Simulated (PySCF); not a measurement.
Species: Cu2 (singlet state).
SMILES: `[Cu][Cu]`

Computed with CAM-B3LYP/def2-TZVP geometry optimisation, gas phase (PySCF).

Masses are those of the commonest isotopes; rigid-rotor values at the optimised geometry. 

Task: What are the moment of inertia and the rotational constant?

Result: I = 161.952 u·Å², B = 505379 MHz·u·Å²/I = 3121 MHz (0.1041 cm⁻¹, or 0.150 K as hB/k). For two atoms I = μr² with μ = 31.4648 u and r = 2.2687 Å.

Task: List the first levels of a rigid rotor in a Σ state.

Result: E(J) = BJ(J+1): J = 1: 0.208, J = 2: 0.625, J = 3: 1.249, J = 4: 2.082, J = 5: 3.123, J = 6: 4.372 cm⁻¹.

Task: Has it a pure rotational spectrum?

Result: Not by electric dipole: D∞h allows no dipole (computed 0.00 D). Rotational Raman lines (ΔJ = 2) lie at B(4J + 6), spaced by 4B = 0.416 cm⁻¹, with nuclear-spin weights that differ between even and odd J.

CAM-B3LYP/def2-TZVP frequencies: not computed here. Isolated species at its CAM-B3LYP/def2-TZVP geometry, gas phase. Constants of a rigid frame at the computed geometry: no zero-point averaging, no centrifugal distortion.
